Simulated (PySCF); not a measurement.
A calculated (BP86, PySCF 2.14, aug-cc-pVQZ with one added diffuse shell each of s, p, d, f, g type, no relativity, point nucleus) atom or ion has these occupied shells.

| shell | electrons | orbital energy (eV) | rms radius, mean of both spins (bohr) |
| --- | --- | --- | --- |
| 1s | 2 | -1259.7 | 0.152 |
| 2s | 2 | -79.958 | 0.766 |
| 2p | 6 | -47.103 | 0.782 |
| 3s | 2 | -4.811 | 3.41 |

(1) Name the element and its charge.

Results:

(1) Mg (magnesium, neutral), in [Ne] 3s2, closed-shell 1S.
